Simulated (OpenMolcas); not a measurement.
OpenMolcas run: Xe3+

Input:

```
&GATEWAY
Coord
1

Xe 0.0 0.0 0.0
Basis=ANO-R2
Group=XYZ
NoMove
AngMom=0.0 0.0 0.0
AMFI
&SEWARD
&RASSCF
FileOrb=start.orb
Symmetry=2
Spin=4
nActEl=5 0 0
Inactive=14 9
Ras2=1 3
CIRoot=1 1 1
SDav=1
CIMx=300
Iter=120 100
PrWF=0.3
OrbListing=Nothing
MaxOrb=0
Atom
>>> COPY $Project.JobIph JOBPRE
&RASSCF
FileOrb=start.orb
Symmetry=2
Spin=4
nActEl=5 0 2
Inactive=14 9
Ras2=1 3
Ras3=5 0
CIRoot=1 1 1
SDav=186
CIMx=300
Iter=120 100
PrWF=0.3
OrbListing=Nothing
MaxOrb=0
Thrs=2.0e-7 1.0e-1 5.0e-4
Atom
>>> COPY $Project.JobIph JOB001
&RASSCF
FileOrb=start.orb
Symmetry=2
Spin=2
nActEl=5 0 2
Inactive=14 9
Ras2=1 3
Ras3=5 0
CIRoot=23 23 1
SDav=381
CIMx=300
Iter=120 100
PrWF=0.3
OrbListing=Nothing
MaxOrb=0
Thrs=2.0e-7 1.0e-1 5.0e-4
Atom
CIOnly
>>> COPY $Project.JobIph JOB002
&RASSCF
FileOrb=start.orb
Symmetry=1
Spin=4
nActEl=5 0 2
Inactive=14 9
Ras2=1 3
Ras3=5 0
CIRoot=3 3 1
SDav=198
CIMx=300
Iter=120 100
PrWF=0.3
OrbListing=Nothing
MaxOrb=0
Thrs=2.0e-7 1.0e-1 5.0e-4
Atom
>>> COPY $Project.JobIph JOB003
&RASSCF
FileOrb=start.orb
Symmetry=1
Spin=2
nActEl=5 0 2
Inactive=14 9
Ras2=1 3
Ras3=5 0
CIRoot=21 21 1
SDav=354
CIMx=300
Iter=120 100
PrWF=0.3
OrbListing=Nothing
MaxOrb=0
Thrs=2.0e-7 1.0e-1 5.0e-4
Atom
CIOnly
>>> COPY $Project.JobIph JOB004
&RASSI
NrOfJobIphs=4 1 11 3 9
1
1 2 3 4 5 6 7 8 9 10 11
1 2 3
1 2 3 4 5 6 7 8 9
IphNames
JOB001
JOB002
JOB003
JOB004
EJob
SpinOrbit
DIPRint=1.0
SOCoupling=1000.0
Subsets=2
MEES
Property=10
'ANGMOM' 1 'ANGMOM' 2 'ANGMOM' 3 'MLTPL  1' 1 'MLTPL  1' 2 'MLTPL  1' 3
'AMFI' 1 'AMFI' 2 'AMFI' 3 'MLTPL  2' 6
SOProperty=3
'ANGMOM' 1 'ANGMOM' 2 'ANGMOM' 3
```

Launched by
```bash
OMP_NUM_THREADS=1 MOLCAS_MEM=2252 MOLCAS_PROJECT=a pymolcas a.inp > a.log  # once for each step of the input, in one work folder
```

A driver script runs the steps one by one and writes start.orb anew before each from the orbitals found so far, so a CI-only block uses the converged orbitals of the first block.

Output, cut to the results:

```
--- SEWARD ---
Basis set label: XE.ANO-R...7S6P4D2F1G.

      Electronic valence basis set:
      ------------------
      Associated Effective Charge  54.000000 au
      Associated Actual Charge     54.000000 au
      Nuclear Model: Finite nucleus - Gaussian distribution
        Gaussian exponent, Xi/bohr**(-2):  1.80305E+08

      Shell  nPrim  nBasis  Cartesian Spherical Contaminant
         s      23       7        X
         p      18       6        X
         d      12       4                 X
         f       6       2                 X
         g       5       1                 X
                  Relativistic X2C integrals
                  Atomic mean-field integrals
--- RASSCF ---
Wave function specifications:
      -----------------------------

      Number of closed shell electrons          46
      Number of electrons in active shells       5
      Max number of holes in RAS1 space          0
      Max nr of electrons in RAS3 space          2
      Number of inactive orbitals               23
      Number of active orbitals                  9
      Number of secondary orbitals              36
      Spin quantum number                      1.5
      State symmetry                             2
Orbital specifications:
      -----------------------

      Symmetry species                           1   2
                                                ag  au
      Frozen orbitals                            0   0
      Inactive orbitals                         14   9
      Active orbitals                            6   3
      RAS1 orbitals                              0   0
      RAS2 orbitals                              1   3
      RAS3 orbitals                              5   0
      Secondary orbitals                        16  20
      Deleted orbitals                           0   0
      Number of basis functions                 36  32
      Number of CSFs                           186
      Number of root(s) required                 1
      Iter CI   SX   CI       RASSCF       Energy    max ROT     max BLB   max BLB  Level Ln srch  Step   QN
          iter iter root      energy       change     param      element    value   shift minimum  type update
 Nr of preliminary CI iterations:   1
      Total energies have been shifted. Add                -7000.00 au
        1   1    3    1  -441.37481278    0.00E+00   6.54E-06   15  22 1  2.84E-06   0.00   0.00    SX    NO
        2   1    3    1  -441.37481278   -2.82E-11  -1.14E-06   15  22 1  8.46E-07   0.00   0.00    SX    NO
        3   1    2    1  -441.37481278   -2.73E-12   1.98E-07   10  17 1  2.04E-07   0.00   0.00    SX    NO
        4   1    2    1  -441.37481278   -1.82E-12  -4.24E-08   10  24 1  9.11E-08   0.00   0.00    SX    NO
      Convergence after  4 iterations
        5   1    2    1  -441.37481278   -3.64E-12  -4.24E-08   10  17 1  3.13E-08   0.00   0.00    SX    NO
      Natural orbitals and occupation numbers for root  1
      sym 1:   1.971088   0.007959   0.007959   0.007959   0.007959   0.007959
      sym 2:   0.996372   0.996372   0.996372
::    RASSCF root number  1 Total energy:  -7441.37481278
--- RASSCF ---
Wave function specifications:
      -----------------------------

      Number of closed shell electrons          46
      Number of electrons in active shells       5
      Max number of holes in RAS1 space          0
      Max nr of electrons in RAS3 space          2
      Number of inactive orbitals               23
      Number of active orbitals                  9
      Number of secondary orbitals              36
      Spin quantum number                      0.5
      State symmetry                             2
Orbital specifications:
      -----------------------

      Symmetry species                           1   2
                                                ag  au
      Frozen orbitals                            0   0
      Inactive orbitals                         14   9
      Active orbitals                            6   3
      RAS1 orbitals                              0   0
      RAS2 orbitals                              1   3
      RAS3 orbitals                              5   0
      Secondary orbitals                        16  20
      Deleted orbitals                           0   0
      Number of basis functions                 36  32
      Number of CSFs                           381
      Number of root(s) required                23
...
--- RASSI ---
SPIN-FREE ENERGIES:
  (Shifted by EMIN (a.u.) =      -7441.3748127815)

 SF State       Relative EMIN(au)   Rel lowest level(eV)    D:o, cm**(-1)      L_eff

     1             0.0000000000        0.0000000000              0.0000         0.0
     2             0.0839088931        2.2832773007          18415.8734         2.0
     3             0.0839088931        2.2832773007          18415.8734         2.0
     4             0.0839088931        2.2832773007          18415.8734         2.0
     5             0.0839088931        2.2832773007          18415.8734         2.0
     6             0.0839088931        2.2832773007          18415.8734         2.0
     7             0.1330798458        3.6212870853          29207.6501         1.0
     8             0.1330798458        3.6212870853          29207.6501         1.0
     9             0.1330798458        3.6212870853          29207.6501         1.0
    13             0.4521938124       12.3048204866          99245.0703         1.0
    14             0.4521938124       12.3048204866          99245.0703         1.0
    15             0.4521938124       12.3048204866          99245.0703         1.0
    16             0.5622374891       15.2992614783         123396.8657         2.0
    17             0.5622374891       15.2992614783         123396.8657         2.0
    18             0.5622374891       15.2992614783         123396.8657         2.0
    19             0.5622374891       15.2992614783         123396.8657         2.0
    20             0.5622374891       15.2992614783         123396.8657         2.0
    21             0.6417439050       17.4627412709         140846.5070         1.0
    22             0.6417439050       17.4627412709         140846.5070         1.0
    23             0.6417439050       17.4627412709         140846.5070         1.0
    24             0.6746575474       18.3583671074         148070.2165         0.0
...
```

Levels above the lowest, from the spin-orbit matrix, grouped by J:

```
Configuration  Term    J  E (cm⁻¹)  Measured (cm⁻¹)  Term weight %  Second
      5s² 5p³   ⁴S°  3/2       0.0              0.0             92   7 ²P°
      5s² 5p³   ²D°  3/2     16614            13267             79  16 ²P°
      5s² 5p³   ²D°  5/2     20507            17511            100        
      5s² 5p³   ²P°  1/2     31375            28036            100        
      5s² 5p³   ²P°  3/2     37221            35650             77  20 ²D°
       5s 5p⁴    ⁴P  5/2     96903            99664             97    3 ²D
       5s 5p⁴    ⁴P  3/2    103324           106923             98        
       5s 5p⁴    ⁴P  1/2    105692           109254             97    3 ²S
```

Against the 7 measured excited levels shown (Saloman, J. Phys. Chem. Ref. Data 33, 765 (2004)) the mean absolute deviation is 3000 cm-1; the largest miss in energy is 5s 5p⁴ ⁴P_3/2: computed 103324, measured 106923 cm⁻¹ (-3.4 %), and the largest in proportion 5s² 5p³ ²D°_3/2 (+25.2 %).

Terms from blocks run as CI alone lack orbitals of their own. The run also gave levels led by 5s² 5p² 5d, which use shells meant for correlation; these and all levels above them are left out. Some terms mix strongly with configurations of 5d, whose occupation reaches 0.27 (5s 5p⁴ ²D). Computed and measured levels are paired by configuration, term and J; levels that our copy of the source lacks, or whose pairing is in doubt (as where it misses far off the trend of its configuration), stay unpaired and out of the deviations. Levels of configurations outside the active space are missing. The first state left out of the spin-orbit step lies near 150000 cm-1 above the lowest spin-free state of the reference (among the parities and spins computed), and the list stops at four fifths of that energy or lower.

The RASSCF and RASSI steps took 14 s on 1 thread of Intel(R) Xeon(R) 6975P-C (Granite Rapids), on a shared host; the integral step is not counted.

The term weight is that of the spin-free term in the level, not the purity of its configuration. ° marks odd parity.
